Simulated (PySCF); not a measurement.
Mg(OH)(NH2) (H₃MgNO), SMILES [NH2][Mg][OH]. Atoms are numbered in the order given.

```xyz
6

Mg     0.0444    -0.0148     0.0000
O      1.8243     0.0675     0.0000
H      2.6749    -0.3619     0.0000
N     -1.8444    -0.0021     0.0000
H     -2.4459     0.0074    -0.8134
H     -2.4459     0.0074     0.8134
```
Charge 0, spin multiplicity 1.

Coordinates come from a TPSSh-D3(BJ)/def2-TZVP optimisation. Other conformers were not sampled.

The numbers are results of PBE0/pcSseg-2 in PySCF, not measurements.

GIAO shieldings, no solvent; atoms alike by connectivity are averaged. δ = σ(ref) − σ: ¹⁷O against H2O (σ = 327.8 ppm); ¹H against TMS (σ = 31.54 ppm); ¹⁵N against NH3 (σ = 263.3 ppm), references at their B3LYP-D3(BJ)/def2-TZVP geometries, non-relativistic.

```tsv
atoms	nucleus	count	δ (ppm)
O2	¹⁷O	1	[?]
H3	¹H	1	[?]
H5, H6	¹H	2	-1.06
N4	¹⁵N	1	-28.4
```

### Question
Some entries are withheld; supply them. (An estimate is asked for; the answer gives what the named calculation found.)

### Answer

- H3, δ (ppm): 0.13
- O2, δ (ppm): -28.6
